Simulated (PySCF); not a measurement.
EPR parameters of C8H8N

Species: C8H8N (doublet state).
Atom-mapped SMILES: `[N:1]#[C:2][CH:3][C:4]1=[CH:5][CH2:6][C:7]12[CH2:8][CH2:9]2` (hydrogens: H10 on C3; H11 on C5; H12, H13 on C6; H14, H15 on C8; H16, H17 on C9)

Geometry (GFN2-xTB, Å), atoms numbered from 1 in this order:
```xyz
17
C8H8N angstrom
N      1.765    0.366   -2.961
C      1.885    0.159   -1.832
C      2.036   -0.088   -0.479
C      0.962   -0.151    0.390
C      0.824   -0.376    1.747
C     -0.666   -0.243    1.720
C     -0.510    0.005    0.214
C     -1.375   -0.489   -0.903
C     -1.247    0.982   -0.646
H      3.042   -0.235   -0.110
H      1.515   -0.571    2.544
H     -1.220   -1.144    1.989
H     -1.068    0.595    2.293
H     -2.302   -0.977   -0.644
H     -0.889   -0.897   -1.777
H     -0.673    1.573   -1.344
H     -2.086    1.504   -0.210
```

The hyperfine couplings belong to this conformer and change with its torsions.

The calculation used UKS B3LYP, pcH-1 on C H N, non-relativistic, mean-field spin-orbit, GIAO in PySCF. One conformer (not necessarily the lowest) at the GFN2-xTB geometry, without solvent, vibrations or thermal averaging. Couplings are sensitive to structure, and on GFN2-xTB geometries they can be far from those on DFT ones. Stability of the SCF solution: not tested. ⟨S²⟩ is 0.780 where a pure state has 0.75.

| Item | Value |
| --- | --- |
| g1, g2, g3 | 2.00220, 2.00308, 2.00315 |
| g_iso | 2.00281 |
| Form of g | close to axial: the two nearest values differ by 7 % of g3 − g1 |
| ⟨S²⟩ | 0.7800 (exact 0.7500) |
| α and β electrons | 32, 31 |
| HOMO–LUMO gap, α and β orbitals | 5.84, 3.92 eV |
| Total energy | -364.31178 Eh |
| Basis functions | 305 |

Isotropic coupling and dipolar principal values T1 to T3, in 10⁻⁴ cm⁻¹ (1 × 10⁻⁴ cm⁻¹ = 2.998 MHz):

```csv
atom,isotope,a_iso,T1,T2,T3,Mulliken spin population
N1,14N,1.9,-3.9,-3.0,7.0,0.25
C2,13C,-13.4,-4.5,-0.3,4.8,-0.14
C3,13C,15.4,-14.5,-14.2,28.7,0.55
C4,13C,-14.9,-8.2,2.9,5.3,-0.22
C5,13C,18.5,-16.1,-15.5,31.6,0.60
C6,13C,-7.0,-0.7,0.3,0.4,-0.05
C7,13C,2.5,-0.3,-0.1,0.4,0.02
C8,13C,-1.9,-0.4,0.2,0.3,-0.01
C9,13C,-1.9,-0.4,0.2,0.3,-0.01
H10,1H,-12.1,-5.9,-0.6,6.5,-0.02
H11,1H,-12.5,-7.1,-0.4,7.5,-0.02
H12,1H,23.3,-1.0,-0.8,1.7,0.03
H13,1H,23.3,-1.0,-0.8,1.7,0.03
H14,1H,-0.1,-0.2,-0.1,0.4,0.00
H15,1H,0.2,-0.5,-0.1,0.6,0.00
H16,1H,0.2,-0.5,-0.1,0.6,0.00
H17,1H,-0.1,-0.2,-0.1,0.4,0.00
```

The largest Mulliken spin populations are on C5 (+0.60), C3 (+0.55), N1 (+0.25) and C4 (-0.22). Three atoms exceed +0.15. The angles at C5 add up to 360.0°, so it is planar.

C3, the radical centre as drawn in `N#C[CH]C1=CCC12CC2`, holds a spin population of +0.55 out of 1.

Axes: g3 points within 15° of the C3–C4 bond.

Under fast tumbling the dipolar parts average out, and these isotropic splittings remain: 2 × 1H (H12/H13, I = 1/2, 3 lines) with 2.49 mT, 1 × 1H (H11, I = 1/2, 2 lines) with 1.34 mT, 1 × 1H (H10, I = 1/2, 2 lines) with 1.30 mT and 1 × 14N (N1, I = 1, 3 lines) with 0.21 mT.

The 13C coupling of C5 (55.4 MHz) shows only in satellite lines or after enrichment, since that isotope makes up about 1.07 % of natural carbon.

β density exceeds α density at some nuclei, such as C4 (-0.0396), C2 (-0.0356) and C6 (-0.0187), spin density in bohr⁻³. In a single determinant that takes different orbitals for the two spins, that is spin polarisation.
